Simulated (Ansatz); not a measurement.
Compare A (`B[N]1[AlH][CH]1O`) with its isomer B (`N[BH][Al]1[CH2][O]1`).

Computed with Ansatz on PBE0-D4/def2-TZVP structures; ΔE is electronic, products minus reactants. CCSD(T)/CBS adds triple-zeta CCSD(T) − MP2 to the extrapolated MP2 energy (def2 sets, frozen cores). Functionals use def2-TZVPP. B3LYP here is the variant with VWN-RPA as its local correlation; programs differ in this. Each species was taken in one conformer, which may not be the lowest.

(1) Which is lower in electronic energy at CCSD(T)/CBS, and by how much? (An estimate is asked.)

(2) Give E(B) − E(A) in kJ/mol with r2SCAN-D4, B3LYP-D4, CCSD/def2-TZVPP, BLYP-D4, MP2/def2-TZVPP, B3LYP, LDA (SPW92). (Best estimate.)

(3) Does the order hold for the free energy at 298.15 K (harmonic terms from PBE0-D4)? (An estimate is asked.)

Largest T1 diagnostic: 0.017.

Results:

(1) Computed: B, by 89.1 kJ/mol.

(2) Computed: r2SCAN-D4 -93.4, B3LYP-D4 -87.2, CCSD/def2-TZVPP -86.9, BLYP-D4 -90.8, MP2/def2-TZVPP -83.7, B3LYP -93.3, LDA (SPW92) -88.9. None reverses the order clearly.

(3) The calculation gave: Yes: G(B) − G(A) = -79.1 kJ/mol, for one conformer each. Modes under 60 cm⁻¹, often nearly free rotors, make the harmonic entropy too high.

From r2SCAN to r2SCAN0 (25 % exact exchange), in def2-TZVPP and without D4, E(B) − E(A) moves by +5.2 kJ/mol. In def2-TZVPP, CCSD(T) changes the Hartree–Fock value by −14.3 kJ/mol (the triples alone add −1.4 kJ/mol) and MP2 by −9.7 kJ/mol.
